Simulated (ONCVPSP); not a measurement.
# What one change does to a pseudopotential (rubidium, ONCV)

Rb, optimised norm-conserving Vanderbilt (ONCV), made with ONCVPSP 4.0.1 (PBE, scalar-relativistic). Core [Ar] 3d10 4s2, reference 4p6 5s1. Waves: 5s: rc 3.70 bohr, ncon 3, nbas 8, qcut 1.4 1/bohr, 1 projector; 4p: rc 1.75 bohr, ncon 4, nbas 7, qcut 3.8 1/bohr, 2 projectors, debl 1.5 Ha; d scattering state at 0.23 Ha: rc 3.40 bohr, ncon 4, nbas 7, qcut 2.7 1/bohr, 2 projectors, debl 2 Ha. Local part: polynomial inside 1.45 bohr (lpopt 5, dvloc0 2 Ha). Core correction: Teter function, fcfact 6, rcfact 1.4.

All-electron outer shells of the reference configuration (PBE, scalar-relativistic, ld1.x):

```csv
shell,level (eV),outermost node (bohr),outermost maximum (bohr)
4s,-31.89,0.62,1.25
4p,-15.96,0.64,1.42
5s,-2.23,1.79,4.38
```

Change: core correction Teter function, fcfact 6, rcfact 1.82.

Cutoffs: the cutoffs (Ha) at which the residual kinetic energy of the hardest occupied pseudo-wave falls to 1 and 0.1 mHa per electron; they do not see the model core or the augmentation charge, which bear on the density cutoff. Errors are all-electron minus pseudo energies relative to the spin-unpolarised reference configuration.

What does the change do?

The potential gets neither clearly harder nor softer (18 Ha and 44 Ha → 18 Ha and 44 Ha); both files keep a bound ghost (s); of the 3 tests that both files solve, the error grows in 0 and shrinks in 3 by more than 15 % and 0.3 meV (median size 2.2 → 1.2 meV). That the errors move this way runs against the usual rule that smaller radii transfer better. A model core, the more so a compact one, raises the density cutoff, which this test does not measure.

```csv
quantity,base,changed
"cutoff, loose",18 Ha,18 Ha
"cutoff, tight",44 Ha,44 Ha
bound ghosts,s,s
GHOST(+) flags under 300 eV,d at 216.2 eV,d at 216.2 eV
tests with a reliable result,3 of 4,3 of 4
"error for 4p6 5s0, meV [ΔE 4.15 eV]",+7.9,+1.1
"error for 4p6 5s0.5, meV [ΔE 1.58 eV]",+2.1,+1.2
"error for 4p6 5s0 5p1, meV [ΔE 1.52 eV]",+2.2,-1.8
s: phases at 3.75 bohr within 0.05 rad from the reference energy up to (Ha; the scan ends near 5),n/a,n/a
p: phases at 1.77 bohr within 0.05 rad from the reference energy up to (Ha; the scan ends near 5),3.9,3.9
d: phases at 3.44 bohr within 0.05 rad from the reference energy up to (Ha; the scan ends near 5),0.7,0.7
"rms error of d²Exc/dni dnj with the model core, mHa",0.53,3.61
```

 A true bound ghost makes a file unfit for plane-wave use even where its test errors are small: the radial tests pick states by their node count and pass the ghost by.
